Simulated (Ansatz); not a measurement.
Cost and result for the atomization energy of C₃BN₃O₃, SMILES `O=C=NB(N=C=O)N=C=O` (10 atoms, 9 bonds).

Cartesian coordinates in Å:
```
O 2.677 2.042 1.336
C 1.698 1.500 1.040
N 0.632 0.997 0.796
B 0.000 -0.001 0.000
N 0.773 -0.789 -0.900
C 0.695 -1.675 -1.711
O 0.716 -2.518 -2.503
N -1.404 -0.210 0.103
C -2.393 0.174 0.671
O -3.394 0.479 1.167
```

Charge 0, multiplicity 1. Geometry: relaxed with PBE0-D4/def2-TZVP. It is one conformer, not always the lowest. Program: Ansatz. All runs use 2 threads of an AMD EPYC 7R13 on a shared host and a share of an NVIDIA H100 80 GB. Times are those of one run each, without the atoms' runs, and a repeat can differ threefold. Electronic energies, without spin–orbit coupling; frozen cores. CCSD(T)/CBS adds CCSD(T) − MP2 in def2-TZVPP to the MP2 limit, and its time is that of the two runs behind it. T1 = 0.018.

CCSD(T)/CBS is a level of theory with its own doubt, some kJ/mol a heavy atom from the limit and from the frozen cores, so smaller differences don't rank the functionals.

```
                             level  functions  wall time
                PBE0-D4/def2-TZVPP        310      1.7 s
              revPBE-D4/def2-TZVPP        310      1.8 s
                  CCSD(T)/def2-SVP        140      1.9 s
                BLYP-D4/def2-TZVPP        310        2 s
             r2SCANh-D4/def2-TZVPP        310      2.1 s
                 B97M-V/def2-TZVPP        310      2.3 s
                 B2PLYP/def2-TZVPP        310      2.4 s
r2SCAN-D4/def2-TZVPP (with forces)        310      2.6 s
               BHLYP-D4/def2-TZVPP        310      2.7 s
                ωB97X-V/def2-TZVPP        310      3.3 s
                    MP2/def2-QZVPP        570      3.3 s
                CCSD(T)/def2-TZVPP        310       10 s
                 CCSD(T)/CBS(def2)          –       13 s
```

(1) What atomization energy does each give, and how far from CCSD(T)/CBS? (Estimate.)

Answers

(1) Ansatz gave: 
```tsv
level	atomization (kJ/mol)	difference from CCSD(T)/CBS	per bond
PBE0-D4/def2-TZVPP	5652.8	165.6	18.4
revPBE-D4/def2-TZVPP	5736.1	248.9	27.7
CCSD(T)/def2-SVP	5220.0	-267.2	-29.7
BLYP-D4/def2-TZVPP	5750.2	263.0	29.2
r2SCANh-D4/def2-TZVPP	5528.2	41.0	4.6
B97M-V/def2-TZVPP	5607.1	119.9	13.3
B2PLYP/def2-TZVPP	5550.4	63.2	7.0
r2SCAN-D4/def2-TZVPP (with forces)	5629.2	142.0	15.8
BHLYP-D4/def2-TZVPP	5203.3	-283.9	-31.5
ωB97X-V/def2-TZVPP	5572.0	84.8	9.4
MP2/def2-QZVPP	5756.0	268.8	29.9
CCSD(T)/def2-TZVPP	5299.4	-187.8	-20.9
CCSD(T)/CBS(def2)	5487.2	0.0	0.0
```

In def2-TZVPP, CCSD(T) changes the Hartree–Fock value by +1786.5 kJ/mol (the triples alone add +181.0 kJ/mol) and MP2 by +2131.9 kJ/mol; breaking electron pairs costs correlation energy, which Hartree–Fock lacks. Leaving LDA and LC-ωPBE aside and taking each functional with its dispersion term where it has one, the values, not all of them listed here, spread over 765.6 kJ/mol, from BHLYP-D4 to PBE-D4. LDA lies +813.0 kJ/mol from PBE without D4, its usual overbinding. The D4 term adds +40.4 kJ/mol with B3LYP and +21.7 kJ/mol with PBE0; it sums over pairs of atoms, weighted by their polarisabilities, and B3LYP, whose exchange is more repulsive, gets the larger term.

B3LYP here is the variant with VWN-RPA as its local correlation; programs differ in this.
